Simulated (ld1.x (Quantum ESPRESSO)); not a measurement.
## What one change does to a pseudopotential (ruthenium (Ru), TM)

```json
{"Element": "ruthenium (Ru)", "Generator": "ld1.x (Quantum ESPRESSO) 7.5", "Type": "norm-conserving Troullier–Martins (Kleinman–Bylander form)", "Functional": "LDA (PZ)", "Relativity": "scalar-relativistic", "Frozen core": "[Kr]", "Valence charge": "8", "Reference configuration": "4d7 5s0 5p1", "Partial waves": "5s (bound, empty): rc 2.80 bohr; 5p (bound): rc 3.05 bohr; 4d (bound): rc 2.00 bohr", "Local potential": "all-electron potential smoothed inside 1.75 bohr (lloc = -1)", "Core correction": "none"}
```

Change: all radii scaled by about 0.95 (s 2.66, p 2.90, d 1.90 bohr); local potential all-electron potential smoothed inside 1.66 bohr (lloc = -1).

Cutoffs: the cutoffs (Ry, on a coarse ladder) from which the occupation-weighted sum of valence levels, in a spherical-Bessel basis at the reference potential, stays within 10 and 1 mRy of its value at 400 Ry; they do not see the model core or the augmentation charge, which bear on the density cutoff. Errors are all-electron minus pseudo energies relative to the spin-unpolarised reference configuration.

Problem. What does the change do?

Solution. The potential gets harder (45 Ry and 50 Ry → 50 Ry and 55 Ry); the bound ghosts move from s to p, s; the number of tests that count goes from 8 to 7; of the 7 tests that both files solve, the error grows in 0 and shrinks in 1 by more than 15 % and 0.3 meV (median size 9.6 → 10.0 meV). A smaller radius makes the pseudo-wave follow the all-electron one further in, where it bends more sharply, so more plane waves are needed.

| quantity | base | changed |
| --- | --- | --- |
| cutoff, loose | 45 Ry | 50 Ry |
| cutoff, tight | 50 Ry | 55 Ry |
| bound ghosts | s | s, p |
| tests counted (converged, no solver errors) | 8 of 9 | 7 of 9 |
| error for 4d7 5s1 5p0, meV [ΔE -3.58 eV] | +2.0 | +2.1 |
| error for 4d7 5s0 5p0, meV [ΔE 4.03 eV] | -2.7 | -2.8 |
| error for 4d6 5s0 5p0, meV [ΔE 22.47 eV] | +9.6 | +10 |
| error for 4d5 5s0 5p0, meV [ΔE 53.31 eV] | -64 | -63 |
| error for 4d7.5 5s0.5 5p0, meV [ΔE -3.87 eV] | -5.3 | -4.1 |
| error for 4d8 5s0 5p0, meV [ΔE -3.85 eV] | -25 | -24 |
| error for 4d7 5s1 5p0 (spin-polarised), meV [ΔE -5.23 eV] | +1045 | +1046 |

Base: Tests not counted: 4d6 5s1 5p1 (solver errors, printed error -2.4 eV). Changed file: Tests not counted: 4d6 5s1 5p1 (solver errors, printed error -2.4 eV); 4d7 5s0 5p1 (spin-polarised) (solver errors, printed error -1.1 eV). A true bound ghost makes a file unfit for plane-wave use even where its test errors are small: the radial tests pick states by their node count and pass the ghost by. Where a test does run into it, the solver fails or the error is huge.
